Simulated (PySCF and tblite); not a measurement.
Results of a calculation; reference values are marked as such.
C₅H₄O₃, numbered as in [O:1]=[C:2]([OH:3])[c:4]1[cH:5][cH:6][o:7][cH:8]1. The ensemble was built from 90 distance-geometry starts (ETKDG and KDG, MMFF94s, GFN2-xTB) and rests on PBE0-D3(BJ)/def2-SVP geometries. Energies: PBE0-D3(BJ)/def2-TZVP (IEF-PCM, chloroform), with GFN2-xTB thermal terms (modes under about 100 cm⁻¹ blended into free rotors). Symmetry numbers and mirror images are counted. Conformers within 3 kcal/mol (GFN2-xTB free energy) were kept, 8 at most. GIAO shieldings: WP04/pcSseg-1 (IEF-PCM, chloroform). Shifts are against TMS (¹H), TMS (¹³C) at the same level. Codes: tblite and PySCF.

Torsions listed: O1–C2–O3–H3, O3–C2–C4–C5.

```csv
conformer,shape,point group,mirror pair,ΔE(DFT),Δ(G−E) at 250 K,δ C8 (ppm)
1,"0°, 180°",Cs,no,0.00,0.00,155.7
2,"0°, 0°",Cs,no,0.23,0.04,157.9
```

Energies in kcal/mol; the thermal term leaves out symmetry numbers and mirror images.

Q: Work out the weights at 250 K and the ¹³C shift of C8 under fast exchange.

A: RT = 0.497 kcal/mol. Each conformer gets RT ln(σ/g), with σ the rotational symmetry number and g = 2 for a mirror pair: 1: σ = 1, g = 1, G = 0.00 + 0.00 + 0.00 = 0.00, 0.00 above the lowest, exp(−ΔG/RT) = 1.000; 2: σ = 1, g = 1, G = 0.23 + 0.04 + 0.00 = 0.27, 0.27 above the lowest, exp(−ΔG/RT) = 0.583. The sum is 1.583, so the weights are 63.2, 36.8 %. The averaged shift is 156.5 ppm. At 298.15 K it is 156.5 ppm. At 298.15 K the leading conformer alone gives 155.7 ppm and bare DFT energies give 156.6 ppm.
